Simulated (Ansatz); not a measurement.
Born–Oppenheimer molecular dynamics of Cl3FH2STi (8 atoms, charge 0, multiplicity 1). It starts at the highest image of a converged band, a first-order saddle point between two minima.

Computed with RKS PBE0-D4/def2-SVP (Ansatz 0.2.0).

| Quantity | Value |
| --- | --- |
| ensemble | NVE (velocity Verlet) |
| time step | 0.5 fs |
| steps asked | 200 |
| starting velocities drawn for | 300 K |
| seed | 8181 |

First frame:

```xyz
8
Properties=species:S:1:pos:R:3
Ti -0.398 0.072 -0.175
F -0.261 0.382 1.840
Cl 1.711 -0.456 -0.055
Cl -0.577 2.036 -1.006
Cl -1.026 -1.330 -1.707
S -2.658 -0.197 0.938
H -2.573 -1.544 1.017
H -1.347 0.166 1.907
```

Q: How far do the bonds stretch over the last three quarters of this one trajectory? (Pairs bonded in most of those frames.)

A: 
```json
{"bond": "Ti1–F2", "mean (Å)": "1.745", "spread (Å)": "0.078", "shortest": "1.64", "longest": "1.87"}
{"bond": "Ti1–Cl3", "mean (Å)": "2.167", "spread (Å)": "0.021", "shortest": "2.14", "longest": "2.20"}
{"bond": "Ti1–Cl4", "mean (Å)": "2.159", "spread (Å)": "0.020", "shortest": "2.12", "longest": "2.19"}
{"bond": "Ti1–Cl5", "mean (Å)": "2.247", "spread (Å)": "0.035", "shortest": "2.16", "longest": "2.30"}
{"bond": "Ti1–S6", "mean (Å)": "3.012", "spread (Å)": "0.312", "shortest": "2.58", "longest": "3.60"}
{"bond": "S6–H7", "mean (Å)": "1.354", "spread (Å)": "0.026", "shortest": "1.31", "longest": "1.39"}
{"bond": "S6–H8", "mean (Å)": "1.354", "spread (Å)": "0.032", "shortest": "1.31", "longest": "1.40"}
```

Pairs bonded in part of these frames only: Ti1–S6 78 %.

Mean temperature of the second half: 1037 K. The conserved energy stayed within 0.075 meV per atom of its start (net change -0.0026 meV per atom), so the integration is sound. The kinetic energy rose, since the run started high on the potential surface and went downhill. It ends in pieces (Cl3FTi + H2S), so much of that is their flight and rotation, not heat. A run of 0.1 ps of so small a system gives no equilibrium averages. The orbitals stay closed-shell, which can raise the energy where a bond breaks towards radicals; this wasn't checked here.

Run time: 11 min on 4 threads of Intel(R) Xeon(R) Platinum 8259CL CPU @ 2.50GHz (Skylake/Cascade Lake) (shared host), peak memory 0.42 GiB.
